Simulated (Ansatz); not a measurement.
Geometry optimisation, Ansatz, RHF/def2-SVP.

input.yaml

```yaml
crystal:
  periodic: [false, false, false]
  atoms:
    - { symbol: Ge, position_ang: [0.410725, -0.406853, -0.483306] }
    - { symbol: F, position_ang: [-1.139551, -0.394254, 1.95642] }
    - { symbol: Cl, position_ang: [1.72028, -0.11331, -2.172161] }
    - { symbol: O, position_ang: [-0.114287, 1.204458, -0.095644] }
    - { symbol: H, position_ang: [-0.656932, 1.279981, 0.674048] }
    - { symbol: Ge, position_ang: [-1.237229, -2.120735, -1.051265] }
    - { symbol: H, position_ang: [-1.947932, -2.608159, 0.209064] }
    - { symbol: H, position_ang: [-2.233224, -1.501135, -2.033056] }
    - { symbol: H, position_ang: [-0.469095, -3.263964, -1.714977] }
    - { symbol: Cl, position_ang: [1.728505, -1.124305, 1.142504] }
    - { symbol: H, position_ang: [-0.438061, -0.698424, 2.453471] }
basis:
  gaussian: { orbitals: def2-SVP }
hamiltonian:
  xc: hf
relax:
  f_tol: 0.03
  max_steps: 50
output:
  orbitals: {}
```

Command:

```bash
$ ansatz run input.yaml --threads 4 --pin off --max-ram 5120MiB --backend cpu --events-out ev --progress --plain --runs-dir out
```

Task: Where does it end, and by what steps?

Result: The run converged. After 41 steps the energy has fallen by 0.169 eV; F2 moved furthest, 2.37 Å.

```json
{"step": "0", "energy less start (eV)": "0.0000", "largest force component (eV/Å)": "0.425", "accepted": "yes"}
{"step": "2", "energy less start (eV)": "-0.0473", "largest force component (eV/Å)": "0.655", "accepted": "yes"}
{"step": "4", "energy less start (eV)": "-0.0603", "largest force component (eV/Å)": "0.192", "accepted": "yes"}
{"step": "6", "energy less start (eV)": "-0.0683", "largest force component (eV/Å)": "0.037", "accepted": "yes"}
{"step": "8", "energy less start (eV)": "-0.0707", "largest force component (eV/Å)": "0.302", "accepted": "yes"}
{"step": "10", "energy less start (eV)": "-0.0733", "largest force component (eV/Å)": "0.119", "accepted": "yes"}
{"step": "12", "energy less start (eV)": "-0.0748", "largest force component (eV/Å)": "0.112", "accepted": "yes"}
{"step": "14", "energy less start (eV)": "-0.0760", "largest force component (eV/Å)": "0.115", "accepted": "yes"}
{"step": "16", "energy less start (eV)": "-0.0767", "largest force component (eV/Å)": "0.091", "accepted": "yes"}
{"step": "18", "energy less start (eV)": "-0.0774", "largest force component (eV/Å)": "0.131", "accepted": "yes"}
{"step": "20", "energy less start (eV)": "-0.0784", "largest force component (eV/Å)": "0.228", "accepted": "yes"}
{"step": "22", "energy less start (eV)": "-0.0793", "largest force component (eV/Å)": "0.434", "accepted": "yes"}
{"step": "24", "energy less start (eV)": "-0.0869", "largest force component (eV/Å)": "0.059", "accepted": "yes"}
{"step": "26", "energy less start (eV)": "-0.0937", "largest force component (eV/Å)": "0.364", "accepted": "yes"}
{"step": "28", "energy less start (eV)": "-0.0597", "largest force component (eV/Å)": "1.963", "accepted": "no"}
{"step": "30", "energy less start (eV)": "-0.1172", "largest force component (eV/Å)": "0.312", "accepted": "yes"}
{"step": "32", "energy less start (eV)": "-0.1306", "largest force component (eV/Å)": "0.808", "accepted": "yes"}
{"step": "34", "energy less start (eV)": "-0.1424", "largest force component (eV/Å)": "0.351", "accepted": "yes"}
{"step": "36", "energy less start (eV)": "-0.1490", "largest force component (eV/Å)": "1.202", "accepted": "no"}
{"step": "38", "energy less start (eV)": "-0.1684", "largest force component (eV/Å)": "0.043", "accepted": "yes"}
{"step": "40", "energy less start (eV)": "-0.1689", "largest force component (eV/Å)": "0.052", "accepted": "yes"}
{"step": "41", "energy less start (eV)": "-0.1690", "largest force component (eV/Å)": "0.006", "accepted": "yes"}
```

```xyz
11
Properties=species:S:1:pos:R:3
Ge -0.131 -0.775 -0.266
F 0.463 1.230 2.580
Cl 1.540 0.197 -1.230
O -1.218 0.429 0.347
H -0.884 1.017 1.014
Ge -1.254 -2.378 -1.724
H -2.375 -3.039 -0.922
H -1.811 -1.617 -2.927
H -0.215 -3.409 -2.163
Cl 0.745 -1.785 1.475
H 0.763 0.383 2.702
```

Whether the end is a true minimum wasn't checked by a vibrational analysis.

Run time: 100 s on 4 threads of Intel(R) Xeon(R) Platinum 8488C (Sapphire Rapids), with other jobs on the host, peak memory 0.56 GiB.
